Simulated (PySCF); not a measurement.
These 2 structures share the formula C5H9F3O. Method: PBE0-D3(BJ)/def2-SVP geometry optimisation, gas phase (PySCF). One conformer each; no zero-point energy, no entropy. No frequencies were run at this level. Point groups hold within 0.08 Å.

Question: Order them by energy at this level, lowest first, and give relative energies in kcal/mol.
A. `[CH3:1][CH:2]([CH3:3])[O:4][CH2:5][C:6]([F:7])([F:8])[F:9]` with C1–C2–O4–C5 -122°, C2–O4–C5–C6 -77°
B. `[CH3:1][CH2:2][O:3][CH2:4][CH2:5][C:6]([F:7])([F:8])[F:9]` with C1–C2–O3–C4 -73°, C2–O3–C4–C5 -172°, O3–C4–C5–C6 -179°

Answer: A (0.0), B (0.1).

Neighbours under 2.5 kcal/mol apart (CC(C)OCC(F)(F)F and CCOCCC(F)(F)F) can change places with a better method, another conformer or zero-point energy.

```csv
SMILES,E (Eh),E rel (kcal/mol),dipole (D),point group,"A, B, C (MHz)"
CC(C)OCC(F)(F)F,-569.69895,0.0,1.89,C1,"3120, 957.6, 886.1"
CCOCCC(F)(F)F,-569.69880,0.1,2.25,C1,"3847, 647.7, 629.9"
```

Question: How do the relative energies change in single points at PBE0/pcSseg-1 (no added dispersion term) on the same geometries?

Answer: 
| SMILES | PBE0-D3(BJ)/def2-SVP (kcal/mol) | PBE0/pcSseg-1 (kcal/mol) | shift |
| --- | --- | --- | --- |
| CC(C)OCC(F)(F)F | 0.0 | 0.5 | +0.5 |
| CCOCCC(F)(F)F | 0.1 | 0.0 | -0.1 |

Each column counts from its own lowest isomer. CCOCCC(F)(F)F becomes the lowest; the largest shift is 0.5 kcal/mol.

Question: As an exercise, what shares would exp(−E/RT) give at 500 K from these electronic energies alone (no entropy, no degeneracies)?

Answer: RT = 0.994 kcal/mol: CC(C)OCC(F)(F)F 52.3 %, CCOCCC(F)(F)F 47.7 %.
